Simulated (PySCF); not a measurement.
**Bond length, frequency and bond energy of BiC⁺ by level of theory**

State: ³Π (triplet), unpaired electrons σ ↑, π ↑. Set-up: Bi def2-SVP with ECP60, C def2-SVP; scalar-relativistic core potentials (PySCF 2.14). De refers to Bi⁺ + C in their high-spin ground configurations, without counterpoise correction. The functionals are run spin-unrestricted. A positive dipole points towards C; it is taken about the centre of mass and depends on that origin. Levels whose curve was spin-contaminated or gave no clean fit are not listed.

```
       Level  Re (Å)  ωe (cm⁻¹)  De (eV)  μ (D)
    ROHF-MP2   1.993        891      n/a    n/a
ROHF-SCS-MP2   1.999        868      n/a    n/a
   ROHF-CCSD   2.063        691      n/a    n/a
ROHF-CCSD(T)   2.085        639      n/a    n/a
         PBE   2.074        654      n/a  -0.48
        BLYP   2.095        627      n/a  -0.43
```

Correlated steps freeze 5 core orbitals. Spin–orbit coupling is left out, which matters for elements this heavy, above all for dissociation energies. The CCSD T1 diagnostic is raised, a sign that a single reference may not be enough here. The state was picked by a PBE0 search and need not be the measured ground state.
